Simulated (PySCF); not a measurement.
Electron correlation in Sn⁻ (tin, charge -1)

[Kr] 4d10 5s2 5p3, high-spin 4S determinant. All numbers are calculated (PySCF 2.14, a scalar-relativistic core potential, in aug-cc-pwCVTZ-PP with ECP28MDF (8s7p6d4f1g, 96 functions)). Frozen: 4s2 4p6 4d10; 5 electrons correlated.

```tsv
level	correlation energy (mhartree)
CCSD	-71.86
(T)	-3.34
CCSD(T)	-75.20
```

Diagnostics: T1 = 0.0072, D1 = 0.0186, largest double amplitude 0.041.

Cost of the coupled-cluster step: roughly 27 core-seconds, for 5 correlated electrons.

Iterations:

```
CC2 = 0
CCSD nocc = (np.int64(4), np.int64(1)), nmo = (87, 87)
frozen orbitals [[0, 1, 2, 3, 4, 5, 6, 7, 8], [0, 1, 2, 3, 4, 5, 6, 7, 8]]
max_cycle = 100
direct = 0
conv_tol = 1e-08
conv_tol_normt = 1e-06
diis_space = 8
diis_start_cycle = 0
Init t2, MP2 energy = -0.0599741527092535
Init E_corr(UCCSD) = -0.0599741527102398
cycle = 1  E_corr(UCCSD) = -0.069071575389507  dE = -0.00909742268  norm(t1,t2) = 0.0450306
cycle = 2  E_corr(UCCSD) = -0.0710424676905093  dE = -0.0019708923  norm(t1,t2) = 0.0135538
cycle = 3  E_corr(UCCSD) = -0.0718708393075247  dE = -0.000828371617  norm(t1,t2) = 0.00513274
cycle = 4  E_corr(UCCSD) = -0.0718584426887268  dE = 1.23966188e-05  norm(t1,t2) = 0.00104639
cycle = 5  E_corr(UCCSD) = -0.0718579170319267  dE = 5.256568e-07  norm(t1,t2) = 0.000260611
cycle = 6  E_corr(UCCSD) = -0.071858036318665  dE = -1.19286738e-07  norm(t1,t2) = 7.31726e-05
cycle = 7  E_corr(UCCSD) = -0.0718580463447732  dE = -1.00261082e-08  norm(t1,t2) = 1.91557e-05
cycle = 8  E_corr(UCCSD) = -0.0718580853474819  dE = -3.90027087e-08  norm(t1,t2) = 5.45085e-06
cycle = 9  E_corr(UCCSD) = -0.0718580621438002  dE = 2.32036817e-08  norm(t1,t2) = 1.06545e-06
cycle = 10  E_corr(UCCSD) = -0.0718580659907203  dE = -3.84692014e-09  norm(t1,t2) = 3.64721e-07
UCCSD converged
E(UCCSD) = -213.4474007944929  E_corr = -0.07185806599072032
UCCSD(T) correction = -0.00333770750266341
```
